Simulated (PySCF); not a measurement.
A side-by-side comparison of computed properties.

First species: C₅H₈S.
SMILES: `C1C(=S)CCC1`

Second species: C3H7BS.
Atom-mapped SMILES: `[BH2:1]/[CH:2]=[CH:3]/[S:4][CH3:5]` (hydrogens: H6, H7 on B1; H8 on C2; H9 on C3; H10, H11, H12 on C5)

Cartesian coordinates in Å at the PBE0-D3(BJ)/def2-SVP level; atoms count from 1:
```xyz
12
C3H7BS angstrom
B      2.5379    0.6508    0.1792
C      1.4194   -0.3527   -0.0717
C      0.1255    0.0541    0.0178
S     -1.2521   -0.9555   -0.2331
C     -2.6074    0.2075    0.0343
H      2.2501    1.7980    0.4520
H      3.7046    0.3355    0.1145
H      1.6130   -1.4028   -0.3233
H     -0.0961    1.0999    0.2678
H     -2.5851    0.6133    1.0552
H     -3.5373   -0.3610   -0.1009
H     -2.5801    1.0233   -0.7013
```

Levels: B3LYP/def2-SVPD for HOMO energy, LUMO energy, HOMO–LUMO gap and static isotropic polarisability; TDDFT B3LYP/def2-SVPD for lowest singlet excitation; TDA B3LYP/def2-SVPD for lowest triplet excitation (Tamm–Dancoff); ΔSCF B3LYP/def2-SVPD for vertical ionisation energy and vertical electron affinity. Geometries: PBE0-D3(BJ)/def2-SVP. Each structure is a single optimised conformer of the isolated species, non-relativistic unless stated; the electronic structure was computed with PySCF and density fitting.

The conformers computed, where there is a choice (atom-mapped SMILES and torsion angles):
- `[BH2:1]/[CH:2]=[CH:3]/[S:4][CH3:5]`: C2–C3–S4–C5 180°

The conformers of `S=C1CCCC1` aren't listed.

Values for the first species:

```
HOMO energy                              : -6.00 eV
LUMO energy                              : -2.15 eV
HOMO–LUMO gap                            : 3.85 eV
Lowest singlet excitation                : 2.47 eV
Lowest triplet excitation (Tamm–Dancoff) : 2.06 eV
Static isotropic polarisability          : 80.6 au
Vertical ionisation energy               : 8.33 eV
Vertical electron affinity               : 0.19 eV
```

Estimate the same properties for the second species, and the change in each.

```tsv
property	first	second	second less first
HOMO energy	-6.00 eV	-6.56 eV	-0.56 eV
LUMO energy	-2.15 eV	-2.02 eV	+0.13 eV
HOMO–LUMO gap	3.85 eV	4.54 eV	+0.69 eV
lowest singlet excitation	2.47 eV	4.40 eV	+1.93 eV
lowest triplet excitation (Tamm–Dancoff)	2.06 eV	2.86 eV	+0.80 eV
static isotropic polarisability	80.6 au	84.3 au	+3.7 au
vertical ionisation energy	8.33 eV	8.66 eV	+0.33 eV
vertical electron affinity	0.19 eV	0.13 eV	-0.06 eV
```

On the first: The ΔSCF ionisation energy exceeds −ε(HOMO) by 2.33 eV with B3LYP. 1 of the 10 computed singlets lies in the visible range (750 to 380 nm, 1.65 to 3.26 eV), with an oscillator strength of 0.000.

On the second: The polarisability is 12.49 Å³ as a volume (1 au = 0.148185 Å³), or 1.83 au for each of the 46 electrons. The 10 singlets span 4.40 to 6.87 eV, and their oscillator strengths add up to 0.55.
